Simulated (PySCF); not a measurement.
# A geometry optimisation of CH4FGe− with PBE0-D4/def2-SVPD

The starting geometry of this gas-phase singlet was optimised with GFN2-xTB; its bonds are those of `[CH2-][GeH2][F]`.

| atom | x (Å) | y (Å) | z (Å) |
| --- | --- | --- | --- |
| C | -0.1701 | -1.0983 | -0.2947 |
| F | 0.9720 | 2.0660 | 0.7317 |
| Ge | -0.3619 | 0.6353 | 0.3912 |
| H | 0.5134 | -1.6939 | 0.3279 |
| H | 0.2584 | -1.0770 | -1.3076 |
| H | -0.9839 | 0.7384 | 1.8186 |
| H | -1.3239 | 1.5778 | -0.3965 |

**Question.** Predict what it relaxes into with PBE0-D4/def2-SVPD.

**Answer.** It keeps its bonds, and is `[CH2-][GeH2][F]`.

The energy falls by 0.18 eV over 18 steps:

| step | E − E(last) (eV) |
| --- | --- |
| 1 | 0.185 |
| 3 | 0.012 |
| 5 | 0.002 |
| 7 | 0.000 |
| 9 | 0.000 |
| 10 | 0.000 |
| 12 | 0.000 |
| 14 | 0.000 |
| 16 | 0.000 |
| 18 | 0.000 |

Final geometry (Å):

```xyz
7

C    -0.0695   -0.9808   -0.2617
F     0.8415    1.9543    0.8288
Ge   -0.4575    0.6526    0.4680
H     0.4638   -1.7068    0.3671
H     0.2286   -1.0084   -1.3187
H    -1.0428    0.6084    1.9115
H    -1.3612    1.5685   -0.4112
```

The end wasn't checked by frequencies. Run with PySCF 2.14.0, 2.2 min on 2 threads of Arm Neoverse V1 (shared host).
